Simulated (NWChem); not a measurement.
# RbF cation, doublet; SMILES of the neutral closed-shell parent [Rb][F]

```xyz
2

Rb     0.0000     0.0000    -0.6217
F      0.0000     0.0000     2.3240
```
Atoms are numbered in this order, from 1.

The state is orbitally degenerate and is run as one real component. Geometry: optimised at PBE0/def2-SVP, spin-unrestricted. The spin multiplicity was typed, not searched, and may not be the lowest. No stability test was run on the SCF state. def2 effective core potentials on Rb; no spin-orbit coupling.

Question: List the 4 lowest vertical excitations from PBE/def2-SVP with def2 effective core potentials on Rb, spin-unrestricted, TDA (NWChem).

Answer: 
```
state    energy (eV)  oscillator strength  <S²>
-------  -----------  -------------------  ----
state 1         0.49                0.000  0.75
state 2         0.65                0.000  0.75
state 3         7.73                0.000  0.75
state 4         7.75                0.000  0.75
```
